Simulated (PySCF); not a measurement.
Ge(H)(Me) (CH₄Ge), SMILES [CH3][GeH] (connectivity only; charge and spin as stated), neutral, multiplicity 1. Geometry: ωB97X-D3(BJ)/def2-TZVP.

Calculation: ωB97X-D3(BJ)/def2-TZVP in PySCF.

Harmonic wavenumbers (cm⁻¹): 149, 571, 580, 617, 903, 1251, 1447, 1460, 1934, 3045, 3115, 3158. Rotational constants (GHz): 88.98, 9.172, 8.762; symmetry number 1.

Q: Work out the zero-point energy and the ideal-gas rigid-rotor harmonic-oscillator thermochemistry at 298.15 K and 1 atm.

A: ZPE = ½ Σ hcν = ½ × 18229 cm⁻¹ = 26.06 kcal/mol. H − E(el) = 29.20 kcal/mol. Entropy in cal/(mol K): translation 39.36, rotation 21.34, vibration 4.29, total 64.99. G − E(el) = 9.82 kcal/mol. Cp = 13.88 cal/(mol K). Modes under 150 cm⁻¹ make the vibrational entropy uncertain.
